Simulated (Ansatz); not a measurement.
C3H5FSi (`F[SiH]1C=CC1`). Total charge 0; spin multiplicity 1.

```csv
atom,x (Å),y (Å),z (Å)
F1,-0.8352,-1.5569,-1.7686
Si2,0.1614,-0.5726,-0.9951
C3,-0.3991,1.1173,-0.5509
C4,-0.1734,0.8270,0.7438
C5,0.1772,-0.6438,0.8839
H6,1.4654,-0.6945,-1.6948
H7,-0.6796,2.0792,-0.9582
H8,-0.2066,1.5232,1.5827
H9,1.1109,-0.8483,1.4126
H10,-0.6211,-1.2305,1.3446
```

Give the diagnostics of a CCSD(T)/def2-TZVPP run (frozen core, Ansatz). (Estimate.)

Ansatz gave: T1 = 0.0116, largest single amplitude 0.013, largest double 0.069, (T) share of the correlation energy 3.9 %, 9 CCSD cycles. The RHF solution is stable towards an unrestricted one. T1 lies under the customary mark of 0.02 for closed shells.
